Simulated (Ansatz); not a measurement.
A made-up structure of SiNH₄Se (charge +1), closed shell:

```
atom    x (Å)    y (Å)    z (Å)
  N1  -1.2592   0.2266  -0.1338
 Si2   0.5307   0.6242   0.0537
 Se3   2.3186  -1.0255   0.2487
  H4  -1.7022  -0.8138  -0.1768
  H5  -2.0440   1.0406  -0.2197
  H6   0.9134   2.2225   0.0882
  H7   1.2427  -2.2744   0.1397
```

It is relaxed with PBE-D4/def2-SVP and then PBE0-D4/def2-TZVP (Ansatz 0.2.0). Atoms count as bonded within 1.22 times the sum of their covalent radii (H–H: 0.88 Å). The end point is not checked to be a true minimum.

(1) Does its bonding change? (A judgement: the text doesn't fix the answer.)

Answers

(1) Computed: No: no bond forms or breaks.

Where it ends: The first stage lowers the energy by 1.48 eV in 6 steps. It ends as SiNH₄Se ([NH2][SiH][SeH]), total charge +1:
N1  (-1.124, 0.202, -0.119)
Si2  (0.474, 0.557, 0.048)
Se3  (2.071, -0.916, 0.222)
H4  (-1.520, -0.727, -0.158)
H5  (-1.824, 0.929, -0.196)
H6  (0.815, 1.984, 0.079)
H7  (1.109, -2.030, 0.125)
(Å)

Labels in which every atom is bracketed show which atoms are joined, not bond orders.

For scale, one of the runs: PBE0-D4/def2-TZVP relaxation, 140 basis functions, launched by `ansatz run in.yaml --threads 2 --pin off --events-out ev --progress --plain --max-ram 4352MiB`. The run took about 12 s on 2 CPU threads of an Intel Xeon Platinum 8488C (shared host).
